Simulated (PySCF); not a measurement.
The PySCF input:
```python
from pyscf import gto, scf, dft

mol = gto.M(
    atom='''
Sb   -0.14082778    0.06892398    0.18765744
F     1.37299800   -0.81046783    1.42071276
F    -1.45490835    0.85055641   -1.31156465
F     0.98143243    1.89186455    0.13433258
F     0.96184478   -0.47074637   -1.28168834
F    -1.06334278   -1.85177597   -0.02518448
''',
    basis='def2-svp',
    ecp={'Sb': 'def2-svp'},
    charge=-1,
    spin=1,
    verbose=4,
)

mf = dft.UKS(mol)
mf.xc = 'm062x'
mf.kernel()
```

Question: What does this run give for the HOMO energy, total energy, nuclear repulsion energy, <S^2>, number of basis functions, Mulliken (on the basis functions themselves) charges in atom order?

Answer: 
```json
{
  "HOMO energy": "-5.18 eV",
  "total_energy": "-738.9291 Eh",
  "nuclear_repulsion_energy": "400.9565 Eh",
  "<S^2>": "0.764",
  "number_of_basis_functions": "96",
  "Mulliken (on the basis functions themselves) charges in atom order": "Sb1 1.58, F2 -0.52, F3 -0.52, F4 -0.52, F5 -0.49, F6 -0.52"
}
```

These values belong to the state on which the SCF converged, which isn't shown to be the lowest.

Question: Roughly what does it cost on one core?

Answer: very roughly 19 core-seconds.
